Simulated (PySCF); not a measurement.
How methods differ on the ionisation energy of Br⁺

Br⁺ [Ar] 3d10 4s2 4p4 (3P) → Br²⁺ [Ar] 3d10 4s2 4p3 (4S), as a difference of total energies. Calculation: PySCF 2.14, in Sapporo-DKH3-DZP-2012; the spin-free X2C one-electron Hamiltonian (Gaussian nucleus). Correlated levels: valence: [Ar] 3d10 frozen. The calculations carry no spin-orbit coupling.

```json
{"method": "UHF", "ionisation energy (eV)": "20.235"}
{"method": "LDA", "ionisation energy (eV)": "21.675"}
{"method": "PBE", "ionisation energy (eV)": "21.397"}
{"method": "MP2 (valence)", "ionisation energy (eV)": "20.671"}
{"method": "SCS-MP2 (valence)", "ionisation energy (eV)": "20.687"}
{"method": "CCSD (valence)", "ionisation energy (eV)": "20.695"}
{"method": "CCSD(T) (valence)", "ionisation energy (eV)": "20.706"}
```

Q: How much does correlation contribute at CCSD(T) (valence)?

A: 20.706 − (20.235) = 0.471 eV, measured against UHF.

Errors of the correlated levels include the incompleteness of this basis and the frozen core.

For comparison: 21.409 eV (measured; NIST levels, between the centres of gravity of the two terms).
